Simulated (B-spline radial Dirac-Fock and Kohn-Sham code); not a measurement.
## How core holes in Au²⁺ decay

System: gold as Au²⁺ in the configuration [Xe] 4f14 5d9, inside a Watson sphere of charge -2 and radius 2.4 Å (a model of the Madelung potential; inside it an electron's potential energy is raised by 12.0 eV).

Method: independent-particle radiative and Coulomb Auger rates from relativistic LDA hole-state orbitals, with Dirac-Fock energies. Computed with a radial B-spline solver.

Partial widths are in eV. Coster-Kronig decay leaves a hole in the same principal shell; its rates are the weakest part of the model, often 1.5 to 2.5 times too large and more for N holes. Holes without an open Auger channel, or with an unreliable SCF state, are not listed.

```csv
hole,radiative,Auger,Coster-Kronig,total,fluorescence yield,lifetime (fs)
K (1s),48.8,1.67,0,50.5,0.967,0.0130
L1 (2s),1.13,2.00,10.3,13.5,0.0840,0.0489
L2 (2p1/2),1.95,2.91,0.736,5.59,0.349,0.118
L3 (2p3/2),1.72,3.84,0,5.56,0.310,0.118
M1 (3s),0.0435,1.19,16.8,18.1,0.00241,0.0364
M2 (3p1/2),0.0478,1.30,12.0,13.3,0.00358,0.0494
M3 (3p3/2),0.0508,1.64,8.47,10.2,0.00500,0.0648
M4 (3d3/2),0.0624,2.20,0.106,2.37,0.0263,0.278
N1 (4s),0.00162,0.176,14.3,14.5,0.000112,0.0453
N2 (4p1/2),0.00255,0.190,12.7,12.9,?,?
N3 (4p3/2),0.00163,0.207,8.93,9.14,0.000179,0.0720
N4 (4d3/2),0.00184,0.287,7.36,7.65,0.000240,0.0860
N6 (4f5/2),8.73e-06,0.224,0,0.224,3.90e-05,2.94
N7 (4f7/2),7.98e-06,0.216,0,0.216,3.69e-05,3.04
```

Question: What are the fluorescence yield and the lifetime of the N2 (4p1/2) hole?

Answer: The yield is the radiative width over the total, 0.000198, and the lifetime is ħ/Γ = 0.0512 fs.
